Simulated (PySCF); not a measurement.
C₃H₇NSi, SMILES NC=C=C[SiH3].

Geometry: r2SCAN-D4/def2-SVP. The structure was generated by enumeration; whether it is a known compound was not checked. The values are those of a single conformer.

Computed with TDA-ωB97X/def2-SVPD (PySCF 2.14.0).

Vertical excitations. 

```tsv
state	energy (eV)	λ (nm)	f	main pairs
S1	4.27	291	0.001	HOMO→LUMO 91 %
S2	6.06	205	0.008	HOMO→LUMO+1 48 %, HOMO→LUMO+2 23 %, HOMO→LUMO+3 12 %
S3	6.74	184	0.452	HOMO→LUMO+2 46 %, HOMO→LUMO+4 23 %, HOMO→LUMO+1 17 %
S4	7.02	177	0.014	HOMO−1→LUMO+2 31 %, HOMO→LUMO+5 17 %, HOMO−1→LUMO+4 15 %, HOMO→LUMO+3 11 %
S5	7.06	176	0.022	HOMO−1→LUMO+2 25 %, HOMO→LUMO+5 18 %, HOMO−1→LUMO+4 15 %, HOMO→LUMO+3 13 %
S6	7.22	172	0.012	HOMO→LUMO+6 59 %, HOMO→LUMO+7 25 %
S7	7.41	167	0.796	HOMO−1→LUMO 73 %
S8	7.69	161	0.262	HOMO−1→LUMO+1 67 %, HOMO−1→LUMO+2 12 %
S9	7.75	160	0.005	HOMO→LUMO+3 42 %, HOMO→LUMO+5 33 %, HOMO→LUMO+4 8 %
S10	7.85	158	0.086	HOMO→LUMO+7 44 %, HOMO→LUMO+6 23 %, HOMO→LUMO+4 8 %, HOMO→LUMO+5 8 %
T1	3.89	319	0	HOMO→LUMO 87 %
T2	4.17	298	0	HOMO→LUMO+2 39 %, HOMO→LUMO+4 29 %, HOMO−1→LUMO 10 %
T3	4.52	275	0	HOMO−1→LUMO 67 %
T4	6.00	207	0	HOMO→LUMO+1 51 %, HOMO→LUMO+2 13 %, HOMO→LUMO+3 13 %
```
Triplets are in the Tamm–Dancoff approximation.
